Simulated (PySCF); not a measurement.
Worked example: oscillator strength and radiative lifetime

C2H5ClFNSi, SMILES C/N=C/[Si@H](F)Cl.

The structure is a stationary point at PBE0-D3(BJ)/def2-SVP. The structure was generated by enumeration; whether it is a known compound was not checked. One conformer was computed; it need not be the lowest.

TDA-B3LYP/def2-SVPD (PySCF 2.14.0) puts the first singlet state with f over 0.02 at 6.77 eV (vertical), with the transition dipole (-0.649, -0.147, -0.052) in atomic units.

Task: Find the oscillator strength, the wavelength and the radiative lifetime that this transition would have in vacuum if emission retraced absorption.

Result: 
|μ|² = 0.4455 au, so |μ| = 1.70 D. ΔE = 6.77/27.211 = 0.2488 hartree. f = (2/3) ΔE |μ|² = 0.074 (the program prints 0.074).
λ = 1239.84/6.77 = 183 nm; ν = 54604 cm⁻¹.
Einstein's coefficient A = 0.6670 ν² f s⁻¹ (ν in cm⁻¹) = 1.5e8 s⁻¹, so τ = 1/A = 6.8 ns. This state is S3; the lower singlets have f = 0.005, 0.014. The figure is the radiative limit of this one transition; relaxation, internal conversion, crossing to triplets and a medium change what is measured.
